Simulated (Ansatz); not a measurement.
Diatomic TiH, multiplicity 4 (the spin of the measured ground state). No spin–orbit coupling. Ti is treated without relativity. The T1 diagnostic near the minimum is 0.056, so single-reference values are doubtful.

D_e counts from the fitted minimum to each atom's lowest state at the same level, without counterpoise.

Correlated levels freeze the inner cores; with def2 sets outer-core shells near the valence are correlated too.

Run with Ansatz (Gaussian basis) for Hartree–Fock, density functionals and correlated methods. Values without a source in brackets are computed.

Give the bond energy D_e at the level CCSD(T)/def2-TZVPP.

50.9 kcal/mol

What bond energy D_e does CCSD/def2-TZVPP give?

51.3 kcal/mol

What is the computed bond energy D_e (BHLYP/def2-TZVPP)?

53.5 kcal/mol

Doubts at one or more of the structures used: T1 above 0.05 (CCSD/def2-TZVPP, CCSD(T)/def2-TZVPP).

Ansatz is a first-principles code.
